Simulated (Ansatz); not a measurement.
Two isomers of CH6BNOSi: A = `B[Si]1(O)CN1`, B = `B[SiH2]C(=N)O`.

Program: Ansatz. Geometries: PBE0-D4/def2-TZVP. ΔE: electronic, gas phase. CBS: MP2 limit from def2 TZ/QZ plus the TZ coupled-cluster correction, frozen cores. Functionals use def2-TZVPP. B3LYP here is the variant with VWN-RPA as its local correlation; programs differ in this. One conformer a species, not always the lowest.

Q: Which is lower in electronic energy at CCSD(T)/CBS, and by how much? (Best estimate.)

A: The calculation gave: A, by 113.4 kJ/mol.

Q: Give E(B) − E(A) in kJ/mol with HF/def2-TZVPP, PBE0-D4, ωB97M-V, B3LYP-D4, PBE-D4, B2PLYP, CCSD(T)/def2-TZVPP. (An estimate is asked.)

A: The calculation gave: HF/def2-TZVPP 88.3, PBE0-D4 111.1, ωB97M-V 111.4, B3LYP-D4 99.4, PBE-D4 103.0, B2PLYP 105.1, CCSD(T)/def2-TZVPP 104.9. None reverses the order clearly.

Largest T1 diagnostic: 0.014.

In def2-TZVPP, CCSD(T) changes the Hartree–Fock value by +16.6 kJ/mol (the triples alone add −1.7 kJ/mol) and MP2 by +33.2 kJ/mol. From PBE to PBE0 (25 % exact exchange), in def2-TZVPP and without D4, E(B) − E(A) moves by +8.2 kJ/mol.
